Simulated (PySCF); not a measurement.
**Worked example: oscillator strength and radiative lifetime**

CHCl2, SMILES Cl[CH]Cl (connectivity only; charge and spin as stated), charge +1, multiplicity 1.

The structure is a stationary point at B3LYP-D3(BJ)/def2-TZVP. The multiplicity is an assumed one; other spin states were not compared. The isomer is the one that the SMILES or the coordinates give; other isomers of the formula were not compared.

PySCF with TDDFT-M06-2X/def2-SVPD puts the first singlet state with f over 0.02 at 5.67 eV (vertical), with the transition dipole (0.000, -1.217, 0.000) in atomic units.

**Question.** Find the oscillator strength, the wavelength and the radiative lifetime that this transition would have in vacuum if emission retraced absorption.

**Answer.** 
|μ|² = 1.4811 au, so |μ| = 3.09 D. ΔE = 5.67/27.211 = 0.2084 hartree. f = (2/3) ΔE |μ|² = 0.206 (the program prints 0.206).
λ = 1239.84/5.67 = 219 nm; ν = 45732 cm⁻¹.
Einstein's coefficient A = 0.6670 ν² f s⁻¹ (ν in cm⁻¹) = 2.9e8 s⁻¹, so τ = 1/A = 3.5 ns. This state is S3; the lower singlets have f = 0.000, 0.000. The figure is the radiative limit of this one transition; relaxation, internal conversion, crossing to triplets and a medium change what is measured.
